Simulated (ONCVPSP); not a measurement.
**Transferability test, ONCV potential for As**

```
Element                 : arsenic
Generator               : ONCVPSP 4.0.1
Type                    : optimised norm-conserving Vanderbilt (ONCV)
Functional              : PBE
Relativity              : scalar-relativistic
Frozen core             : [Ar]
Valence charge          : 15
Reference configuration : 3d10 4s2 4p1 (charge +2)
Partial waves           : 4s: rc 1.70 bohr, ncon 4, nbas 7, qcut 3.4 1/bohr, 1 projector; 4p: rc 1.45 bohr, ncon 4, nbas 9, qcut 6.7 1/bohr, 2 projectors, debl 2.5 Ha; 3d: rc 0.65 bohr, ncon 4, nbas 8, qcut 20.1 1/bohr, 2 projectors, debl 1.2 Ha
Local potential         : polynomial inside 0.60 bohr (lpopt 5, dvloc0 0 Ha)
Core correction         : Teter function, fcfact 2, rcfact 1.65
```

In the d channel the program set the typed energies aside and used -2.276, 0.250 Ha.

Energies are relative to the spin-unpolarised reference configuration 3d10 4s2 4p1; without spin polarisation the order of configurations can differ from experiment.

| valence configuration | charge | ΔE all-electron (eV) | error AE − PS (meV) |
| --- | --- | --- | --- |
| 3d10 4s2 4p3 | 0 | -27.068 | +5.6 |
| 3d9 4s2 4p3 | +1 | 23.762 | -751 |

(1) What are ΔE and the potential's error for 3d10 4s2 4p2?

(2) What are ΔE and the potential's error for 3d10 4s2 4p0?

Levels in the configuration 3d10 4s2 4p3:

```
level  all-electron (eV)  pseudo (eV)
   3d            -40.646      -40.820
   4s            -14.494      -14.499
   4p             -5.195       -5.195
```

Note: ghosts flagged at negative energy: s at -458.6 eV, p at -618.6 eV, p at -93.8 eV; no localised positive-energy state flagged. A true bound ghost makes a file unfit for plane-wave use.

## Answers

(1) ΔE = -17.918 eV all-electron; the error (AE − PS) is +3.5 meV.

(2) ΔE = 27.703 eV all-electron; the error (AE − PS) is +0.3 meV.
